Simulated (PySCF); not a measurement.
H₅BO₂SSi (SMILES OB(O)S[SiH3]), singlet, at a GFN2-xTB geometry; SA2-CASSCF(2,2)/STO-3G (PySCF).

Here is a job for PySCF.
```python
from pyscf import gto, scf, mcscf
import numpy

mol = gto.M(
    atom='''
Si    1.672695    0.784511   -0.146090
S     0.482853   -1.005924    0.007585
B    -1.120395   -0.180053    0.083907
O    -2.306946   -0.813244    0.190634
O    -1.080804    1.173101    0.026567
H     1.304617    1.485607   -1.367641
H     1.470258    1.583374    1.053928
H     3.010789    0.214887   -0.214620
H    -2.295714   -1.768394    0.228428
H    -1.929347    1.617558    0.066665
''',
    basis='sto-3g',
    charge=0,
    spin=0,
    verbose=4,
)

mf = scf.RHF(mol)
mf.kernel()
mc = mcscf.CASSCF(mf, 2, 2)
mc.fix_spin_(ss=0.0)
mc = mc.state_average_([0.5, 0.5])
mc.kernel()
```

It wrote (shortened):

```
PySCF version 2.14.0

[INPUT] verbose = 4
[INPUT] num. atoms = 10
[INPUT] num. electrons = 56
[INPUT] charge = 0
[INPUT] spin (= nelec alpha-beta = 2S) = 0
[INPUT] symmetry False subgroup None
[INPUT] Mole.unit = angstrom
[INPUT] Symbol           X                Y                Z      unit          X                Y                Z       unit  Magmom
[INPUT]  1 Si     1.672695000000   0.784511000000  -0.146090000000 AA    3.160935439929   1.482510931709  -0.276070089538 Bohr   0.0
[INPUT]  2 S      0.482853000000  -1.005924000000   0.007585000000 AA    0.912459928425  -1.900920862127   0.014333572655 Bohr   0.0
[INPUT]  3 B     -1.120395000000  -0.180053000000   0.083907000000 AA   -2.117239701332  -0.340250857906   0.158561249934 Bohr   0.0
[INPUT]  4 O     -2.306946000000  -0.813244000000   0.190634000000 AA   -4.359496124161  -1.536808432446   0.360246050030 Bohr   0.0
[INPUT]  5 O     -1.080804000000   1.173101000000   0.026567000000 AA   -2.042423554334   2.216839606453   0.050204353951 Bohr   0.0
[INPUT]  6 H      1.304617000000   1.485607000000  -1.367641000000 AA    2.465368827452   2.807390358737  -2.584466926726 Bohr   0.0
[INPUT]  7 H      1.470258000000   1.583374000000   1.053928000000 AA    2.778384952451   2.992143212757   1.991635275011 Bohr   0.0
[INPUT]  8 H      3.010789000000   0.214887000000  -0.214620000000 AA    5.689566628853   0.406077577729  -0.405573020854 Bohr   0.0
[INPUT]  9 H     -2.295714000000  -1.768394000000   0.228428000000 AA   -4.338270720330  -3.341780340324   0.431666359182 Bohr   0.0
[INPUT] 10 H     -1.929347000000   1.617558000000   0.066665000000 AA   -3.645937429251   3.056741610599   0.125978592094 Bohr   0.0

nuclear repulsion = 279.088410686456
number of shells = 24
number of NR pGTOs = 114
number of NR cGTOs = 38
basis = sto-3g
ecp = {}

******** <class 'pyscf.scf.hf.RHF'> ********
method = RHF
initial guess = minao
damping factor = 0
level_shift factor = 0
DIIS = <class 'pyscf.scf.diis.CDIIS'>
diis_start_cycle = 1
diis_space = 8
diis_damp = 0
SCF conv_tol = 1e-09
SCF conv_tol_grad = None
SCF max_cycles = 50
direct_scf = True
direct_scf_tol = 1e-13
Set gradient conv threshold to 3.16228e-05
Initial guess from minao.
init E= -854.182908503289
  HOMO = -0.313035728328827  LUMO = 0.197428991510254  gap/eV = 13.89045
cycle= 1 E= -853.785540856  delta_E= 0.397  |g|= 0.553  |ddm|= 3.76
  HOMO = -0.197866577742258  LUMO = 0.37203369682114  gap/eV = 15.50778
cycle= 2 E= -853.895604766373  delta_E= -0.11  |g|= 0.144  |ddm|= 0.934
  HOMO = -0.233298344026213  LUMO = 0.387666229707493  gap/eV = 16.89731
cycle= 3 E= -853.902391824059  delta_E= -0.00679  |g|= 0.0271  |ddm|= 0.202
  HOMO = -0.247295767046437  LUMO = 0.373513797127656  gap/eV = 16.89309
cycle= 4 E= -853.902771582927  delta_E= -0.00038  |g|= 0.00304  |ddm|= 0.0596
  HOMO = -0.246102123276908  LUMO = 0.374719103060453  gap/eV = 16.89341
cycle= 5 E= -853.902778022837  delta_E= -6.44e-06  |g|= 0.00084  |ddm|= 0.00751
  HOMO = -0.246319926005563  LUMO = 0.375004454230242  gap/eV = 16.90710
cycle= 6 E= -853.902778707413  delta_E= -6.85e-07  |g|= 0.000263  |ddm|= 0.00259
  HOMO = -0.24631490251032  LUMO = 0.374973939438915  gap/eV = 16.90613
cycle= 7 E= -853.902778776167  delta_E= -6.88e-08  |g|= 3.59e-05  |ddm|= 0.000999
  HOMO = -0.246336092989551  LUMO = 0.374981556908082  gap/eV = 16.90691
cycle= 8 E= -853.902778777447  delta_E= -1.28e-09  |g|= 9.34e-06  |ddm|= 0.000127
  HOMO = -0.246333183126023  LUMO = 0.374981858123889  gap/eV = 16.90684
cycle= 9 E= -853.902778777518  delta_E= -7.07e-11  |g|= 1.68e-06  |ddm|= 3.39e-05
  HOMO = -0.246333036025301  LUMO = 0.374982237346436  gap/eV = 16.90685
Extra cycle  E= -853.902778777521  delta_E= -3.41e-12  |g|= 6.9e-07  |ddm|= 3.53e-06
converged SCF energy = -853.902778777521

******** <class 'pyscf.mcscf.addons.StateAverageCASSCF'> ********
CAS (1e+1e, 2o), ncore = 27, nvir = 9
max_cycle_macro = 50
max_cycle_micro = 4
conv_tol = 1e-07
conv_tol_grad = None
orbital rotation max_stepsize = 0.02
orbital rotation threshold for CI restart = 0.01
augmented hessian ah_max_cycle = 30
augmented hessian ah_conv_tol = 1e-12
augmented hessian ah_linear dependence = 1e-14
augmented hessian ah_level shift = 1e-08
augmented hessian ah_start_tol = 2.5
augmented hessian ah_start_cycle = 3
augmented hessian ah_grad_trust_region = 3
kf_trust_region = 3
kf_interval = 4
ci_response_space = 4
ci_grad_trust_region = 3
with_dep4 0
natorb = False
canonicalization = True
sorting_mo_energy = False
ao2mo_level = 2
internal_rotation = False
******** <class 'pyscf.mcscf.addons.StateAverageSpinPenaltyFCISolver'> ********
max. cycles = 50
conv_tol = 1e-08
davidson only = True
linear dependence = 1e-12
level shift = 0.001
max iter space = 12
nroots = 2
pspace_size = 400
spin = None
State-average over 2 states with weights [0.5, 0.5]
CASCI E = -853.714382454114  S^2 = 0.0000000
Set conv_tol_grad to 0.000316228
macro iter   1 ( 11 JK    4 micro), CASSCF E = -853.729150857991  dE = -1.47684039e-02  S^2 = 0.0000000
               |grad[o]|=0.173  |ddm|=0.0108  |maxRot[o]|=0.0575
macro iter   2 (  5 JK    2 micro), CASSCF E = -853.729153279457  dE = -2.42146507e-06  S^2 = 0.0000000
               |grad[o]|=0.000691  |ddm|=0.00013  |maxRot[o]|=0.00286
macro iter   3 (  3 JK    1 micro), CASSCF E = -853.729153280187  dE = -7.30551619e-10  S^2 = 0.0000000
               |grad[o]|=2.99e-05  |ddm|=6.6e-06  |maxRot[o]|=3.14e-05
1-step CASSCF converged in   3 macro ( 19 JK   7 micro) steps
CASSCF canonicalization
Density matrix diagonal elements [1.48389825 0.51610175]
CASSCF energy = -853.729153280187
CASCI E = -853.729153280187  E(CI) = -0.775334264167213  S^2 = 0.0000000
CASCI state-averaged energy = -853.729153280187
CASCI energy for each state
  State 0 weight 0.5  E = -853.891731106313 S^2 = 0.0000000
  State 1 weight 0.5  E = -853.566575454061 S^2 = 0.0000000
```
